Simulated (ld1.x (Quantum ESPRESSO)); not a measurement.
## tungsten (W): excitation energies, all-electron against PAW

- Element: tungsten
- Generator: ld1.x (Quantum ESPRESSO) 7.5
- Type: PAW
- Functional: LDA (PZ)
- Relativity: non-relativistic
- Frozen core: [Kr] 4d10 4f14
- Valence charge: 14
- Reference configuration: 5s2 5p6 5d3 6s0 6p0 (charge +3)
- Partial waves: 5s (bound): rcut 1.45, rcutus 1.60 bohr; 6s (bound, empty): rcut 1.45, rcutus 1.60 bohr; 5p (bound): rcut 1.80, rcutus 2.50 bohr; 6p (bound, empty): rcut 1.80, rcutus 2.50 bohr; 5d (bound): rcut 1.80, rcutus 1.90 bohr; 5d channel at -1.45 Ry: rcut 1.80, rcutus 1.90 bohr
- Local potential: all-electron potential smoothed inside 2.05 bohr (lloc = -1)
- Core correction: a·sin(br)/r model core, default radius (ld1.x builds one for every PAW set, though the input has nlcc=.false.)
- Augmentation charge: BESSEL, radius 1.35 bohr

Energies are relative to the spin-unpolarised reference configuration 5s2 5p6 5d3 6s0 6p0; without spin polarisation the order of configurations can differ from experiment. Spin-polarised rows fill each open shell by Hund’s rule, majority spin first.

Its overlap operator is not positive definite in a basis up to 400 Ry (lowest eigenvalue s -0.21), so the file is unfit for use: the generalised eigenproblem breaks down once the basis is large enough, and its test numbers describe a broken file.

| valence configuration | charge | ΔE all-electron (eV) | error AE − PS (meV) |
| --- | --- | --- | --- |
| 5s2 5p6 5d4 6s2 6p0 | 0 | -48.560 | -2.8 |
| 5s2 5p6 5d4 6s1 6p0 | +1 | -40.657 | -8.0 |
| 5s2 5p6 5d4 6s0 6p0 | +2 | -26.442 | -9.2 |
| 5s2 5p6 5d4 6s0 6p1 | +1 | -36.506 | +1.9 |
| 5s2 5p5 5d4 6s2 6p0 | +1 | -1.820 | +6.4 |
| 5s1 5p6 5d4 6s2 6p0 | +1 | 22.836 | -36 |
| 5s2 5p6 5d4 6s1 6p1 | 0 | -45.141 | +4.7 |
| 5s2 5p6 5d3 6s0 6p0 (spin-polarised) | +3 | -1.448 | +15 |
| 5s2 5p6 5d4 6s2 6p0 (spin-polarised) | 0 | -50.558 | +10 |

Levels in the configuration 5s2 5p6 5d4 6s2 6p0:

```tsv
level	all-electron (eV)	pseudo (eV)
5s	-65.190	-65.150
5p	-40.930	-40.908
5d	-6.001	-5.990
6s	-4.945	-4.950
```

The ghost test of this file was not conclusive.
